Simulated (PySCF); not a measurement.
C4H6ClF, SMILES F/C=C/CCCl. Coordinates come from a r2SCAN-D4/def2-SVP optimisation. The structure was generated by enumeration; whether it is a known compound was not checked. One conformer was computed; it need not be the lowest.

Computed equilibrium geometry at r2SCAN-D4/def2-SVP (PySCF confirms it by a frequency run) as bond lengths and angles (one conformer of several):
Atoms: F1 C2 C3 C4 C5 Cl6 H7 H8 H9 H10 H11 H12. Bond lengths (Å): F1–C2 1.340, C2–C3 1.334, C2–H7 1.094, C3–C4 1.499, C3–H8 1.096, C4–C5 1.516, C4–H9 1.108, C4–H10 1.106, C5–Cl6 1.809, C5–H11 1.098, C5–H12 1.100. Bond angles (°): F1–C2–C3 121.3, F1–C2–H7 112.4, C3–C2–H7 126.3, C2–C3–C4 126.0, C2–C3–H8 117.0, C4–C3–H8 117.0, C3–C4–C5 117.2, C3–C4–H9 108.5, C3–C4–H10 109.9, C5–C4–H9 106.5, C5–C4–H10 109.0, H9–C4–H10 105.1, C4–C5–Cl6 112.8, C4–C5–H11 110.7, C4–C5–H12 111.7, Cl6–C5–H11 105.9, Cl6–C5–H12 106.7, H11–C5–H12 108.7.
Charge 0, spin multiplicity 1.
